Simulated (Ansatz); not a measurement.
Basis sets compared for Al₄H₅⁺. Charge 1, multiplicity 1. Geometry B3LYP-D4/def2-SVP. Ansatz on 4 threads of Arm Neoverse V1 on a shared host; times are rough, and most runs start from earlier orbitals.

```xyz
9

Al   -0.877   -1.335    2.226
Al   -0.458   -0.790   -0.963
Al    0.511    0.893    0.861
Al    0.860    1.313   -1.649
H     1.505    2.293   -2.693
H     0.157    0.388    2.409
H     0.701   -0.869    0.425
H    -1.280   -2.138   -0.978
H    -1.119    0.245    0.363
```

Another isomer (singlet) lies 0.18 eV lower at PBE0-D4/def2-TZVP; other spin states weren't run for this one.

| level | functions | energy (Eh) | HOMO (eV) | LUMO (eV) | wall time |
| --- | --- | --- | --- | --- | --- |
| PBE-D4/def2-SVP | 97 | -971.5761 | -9.77 | -7.39 | 0.9 s |
| PBE0-D4/def2-SVP | 97 | -971.6704 | -10.56 | -6.64 | 1.1 s |

Estimate the rows for PBE-D4/def2-TZVP (with forces), PBE0-D4/def2-TZVP.


```csv
level,functions,energy (Eh),HOMO (eV),LUMO (eV),wall time
PBE-D4/def2-TZVP (with forces),178,-971.9257,-9.71,-7.41,2.1 s
PBE0-D4/def2-TZVP,178,-972.0144,-10.49,-6.66,2.1 s
```
